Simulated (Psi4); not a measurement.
C₂H₉F₂NSi₂, singlet, at a GFN2-xTB geometry, atoms displaced at random by about 0.08 Å a coordinate; Psi4 with HF/STO-3G, gradient.

Here is a job for Psi4.
```
memory 2 GB

molecule {
0 1
  Si    1.36208433    0.94205083    0.18811373
  F     2.48237757    1.09810356   -0.67443325
  F     1.98553765    0.18544331    1.50065025
  Si   -0.16682822   -0.64550882   -0.92082912
  N    -1.64305051   -0.60140313   -0.19316837
  C    -2.97218721   -1.16763897   -0.78020736
  C    -1.77453195   -0.45161603    1.43538773
  H     0.72445250    2.24297290    0.86721901
  H    -0.40434068   -0.18201731   -2.18406045
  H     0.24937101   -1.86854287   -0.89149400
  H    -2.62815245   -0.88885003   -1.77313081
  H    -3.77337411   -0.54509345   -0.44382523
  H    -3.11425046   -2.03058022   -0.47657629
  H    -0.81305912   -0.02651414    1.73898739
  H    -2.77882786    0.03285472    1.65391973
  H    -2.08068993   -1.47585187    1.88581266
symmetry c1
no_reorient
no_com
}

set basis sto-3g

gradient('scf')
print_variables()
```

Q: What does Psi4 print? Leave out banner, timings and long lists.

A: 
```
gradient() will perform analytic gradient computation.

   => Loading Basis Set <=

    Name: STO-3G
    Role: ORBITAL
    Keyword: BASIS

         ---------------------------------------------------------
                                   SCF
               by Justin Turney, Rob Parrish, Andy Simmonett
                          and Daniel G. A. Smith
                              RHF Reference
         ---------------------------------------------------------

  ==> Geometry <==

    Molecular point group: c1
    Full point group: C1

    Geometry (in Angstrom), charge = 0, multiplicity = 1:

       Center              X                  Y                   Z               Mass
    ------------   -----------------  -----------------  -----------------  -----------------
         SI           1.362084330000     0.942050830000     0.188113730000    27.976926534650
         F            2.482377570000     1.098103560000    -0.674433250000    18.998403162730
         F            1.985537650000     0.185443310000     1.500650250000    18.998403162730
         SI          -0.166828220000    -0.645508820000    -0.920829120000    27.976926534650
         N           -1.643050510000    -0.601403130000    -0.193168370000    14.003074004430
         C           -2.972187210000    -1.167638970000    -0.780207360000    12.000000000000
         C           -1.774531950000    -0.451616030000     1.435387730000    12.000000000000
         H            0.724452500000     2.242972900000     0.867219010000     1.007825032230
         H           -0.404340680000    -0.182017310000    -2.184060450000     1.007825032230
         H            0.249371010000    -1.868542870000    -0.891494000000     1.007825032230
         H           -2.628152450000    -0.888850030000    -1.773130810000     1.007825032230
         H           -3.773374110000    -0.545093450000    -0.443825230000     1.007825032230
         H           -3.114250460000    -2.030580220000    -0.476576290000     1.007825032230
         H           -0.813059120000    -0.026514140000     1.738987390000     1.007825032230
         H           -2.778827860000     0.032854720000     1.653919730000     1.007825032230
         H           -2.080689930000    -1.475851870000     1.885812660000     1.007825032230

  Running in c1 symmetry.

  Rotational constants: A =      0.11075  B =      0.02933  C =      0.02513 [cm^-1]
  Rotational constants: A =   3320.34946  B =    879.20142  C =    753.34176 [MHz]
  Nuclear repulsion =  477.866447768362889

  Charge       = 0
  Multiplicity = 1
  Electrons    = 74
  Nalpha       = 37
  Nbeta        = 37

  ==> Algorithm <==

  SCF Algorithm Type is DF.
  DIIS enabled.
  MOM disabled.
  Fractional occupation disabled.
  Guess Type is SAD.
  Energy threshold   = 1.00e-08
  Density threshold  = 1.00e-08
  Integral threshold = 1.00e-12

  ==> Primary Basis <==

  Basis Set: STO-3G
    Blend: STO-3G
    Number of shells: 34
    Number of basis functions: 52
    Number of Cartesian functions: 52
    Spherical Harmonics?: true
    Max angular momentum: 1

   => Loading Basis Set <=

    Name: (STO-3G AUX)
    Role: JKFIT
    Keyword: DF_BASIS_SCF

  ==> Integral Setup <==

  SCF_SUBTYPE=INCORE selected. In-core MEM_DF algorithm will be used.
  Using in-core AOs.

  ==> MemDFJK: Density-Fitted J/K Matrices <==

    J tasked:                   Yes
    K tasked:                   Yes
    wK tasked:                   No
    Algorithm:                 Core
    Schwarz Cutoff:           1E-12
    Mask sparsity (%):       5.3994
    Fitting Condition:        1E-10

   => Auxiliary Basis Set <=

  Basis Set: (STO-3G AUX)
    Blend: DEF2-UNIVERSAL-JKFIT
    Number of shells: 255
    Number of basis functions: 799
    Number of Cartesian functions: 947
    Spherical Harmonics?: true
    Max angular momentum: 4

  Minimum eigenvalue in the overlap matrix is 1.8807704375E-01.
  Reciprocal condition number of the overlap matrix is 7.7281211592E-02.
[...]
  @DF-RHF Final Energy:  -900.95612209230308
    Total Energy =                       -900.9561220923030760
[...]

       Center              X                  Y                   Z               Mass
    ------------   -----------------  -----------------  -----------------  -----------------
         SI           1.362084330000     0.942050830000     0.188113730000    27.976926534650
         F            2.482377570000     1.098103560000    -0.674433250000    18.998403162730
         F            1.985537650000     0.185443310000     1.500650250000    18.998403162730
         SI          -0.166828220000    -0.645508820000    -0.920829120000    27.976926534650
         N           -1.643050510000    -0.601403130000    -0.193168370000    14.003074004430
         C           -2.972187210000    -1.167638970000    -0.780207360000    12.000000000000
         C           -1.774531950000    -0.451616030000     1.435387730000    12.000000000000
         H            0.724452500000     2.242972900000     0.867219010000     1.007825032230
         H           -0.404340680000    -0.182017310000    -2.184060450000     1.007825032230
         H            0.249371010000    -1.868542870000    -0.891494000000     1.007825032230
         H           -2.628152450000    -0.888850030000    -1.773130810000     1.007825032230
         H           -3.773374110000    -0.545093450000    -0.443825230000     1.007825032230
         H           -3.114250460000    -2.030580220000    -0.476576290000     1.007825032230
         H           -0.813059120000    -0.026514140000     1.738987390000     1.007825032230
         H           -2.778827860000     0.032854720000     1.653919730000     1.007825032230
         H           -2.080689930000    -1.475851870000     1.885812660000     1.007825032230

  Nuclear repulsion =  477.866447768362889

  ==> Basis Set <==

  Basis Set: STO-3G
    Blend: STO-3G
    Number of shells: 34
    Number of basis functions: 52
    Number of Cartesian functions: 52
    Spherical Harmonics?: true
    Max angular momentum: 1

  ==> DFJKGrad: Density-Fitted SCF Gradients <==

    Gradient:                    1
    J tasked:                  Yes
    K tasked:                  Yes
    wK tasked:                  No
    Integrals threads:           1
    Schwarz Cutoff:          1E-12
    Fitting Condition:       1E-10

   => Auxiliary Basis Set <=

  Basis Set: (STO-3G AUX)
    Blend: DEF2-UNIVERSAL-JKFIT
    Number of shells: 255
    Number of basis functions: 799
    Number of Cartesian functions: 947
    Spherical Harmonics?: true
    Max angular momentum: 4

  -Total Gradient:
     Atom            X                  Y                   Z
    ------   -----------------  -----------------  -----------------
       1        0.232536746600     0.038753391995    -0.169030084817
       2       -0.182929444031    -0.043012464584     0.141684081313
       3        0.005244355604    -0.005386083088     0.010421394262
       4       -0.046181158114    -0.115863248099    -0.033460889483
       5        0.129838713790    -0.005691207010    -0.153104583301
       6       -0.140077021159    -0.258309292656     0.043515920805
       7        0.060389407981     0.067192710525     0.094058790400
       8       -0.029009479332     0.050486365074     0.041743459782
       9       -0.000838117064    -0.004361294903     0.041363110946
      10       -0.046472127744     0.092013729278     0.007693102361
      11        0.044522149361     0.034195719520     0.020343039196
      12        0.014854507145    -0.011845094734     0.001838905839
      13        0.033290296192     0.218516829345    -0.046900402700
      14        0.018611331755    -0.001895008263    -0.022261514961
      15       -0.048915100706    -0.020460154310     0.006191229773
      16       -0.044865060283    -0.034334898090     0.015904440588

  Variable Map:
  ----------------------------------------------------------------------------
[...]
  Array Variable Map:
  ----------------------------------------------------------------------------
[...]
[...]
```
